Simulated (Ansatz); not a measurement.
The same path of C$_{2}$H$_{8}$AlGeN (13 atoms, charge 0, multiplicity 1) was run twice with different band settings. The coordinate that changes most is the height of N5 over the plane of its neighbours.

All numbers below come from Ansatz, RKS PBE/def2-SVP.

Relaxed end points:

```xyz
13
Properties=species:S:1:pos:R:3
C -0.495 1.066 1.741
C -0.231 0.443 0.564
Ge -0.895 1.249 -1.094
Al 0.804 -1.223 0.622
N 1.233 -2.071 -0.891
H -1.068 2.013 1.815
H -0.150 0.660 2.713
H -1.869 0.279 -1.824
H -1.638 2.582 -0.789
H 0.281 1.533 -2.075
H 1.288 -1.854 2.009
H 1.769 -2.941 -0.935
H 0.992 -1.772 -1.840
```

```xyz
13
Properties=species:S:1:pos:R:3
C -0.500 1.062 1.739
C -0.219 0.451 0.560
Ge -0.879 1.261 -1.097
Al 0.828 -1.208 0.618
N 1.196 -2.097 -0.887
H -1.088 1.999 1.816
H -0.152 0.658 2.712
H -1.771 0.256 -1.881
H -1.710 2.538 -0.779
H 0.305 1.644 -2.031
H 1.368 -1.800 2.002
H 0.907 -1.833 -1.832
H 1.736 -2.966 -0.927
```

Common settings: spring 5.0 eV/Å²; optimiser quadratic models (default); start path through a guess of the saddle point; force threshold 0.03 eV/Å; iteration limit 60; end points relaxed.

| run | movable images | climbing image |
| --- | --- | --- |
| 1 | 7 | yes |
| 2 | 6 | no |

Question: What does each run give, and how far can it be trusted?

Answer: Run 1: converged after 17 iterations, highest image 0.433 eV above the first end. A vibrational analysis at the climbing image gives one clearly imaginary mode, 443i cm⁻¹: a first-order saddle point.
Run 2: converged after 18 iterations, highest image 0.403 eV above the first end. No image climbed, so the highest image needn't sit at the top of the path.
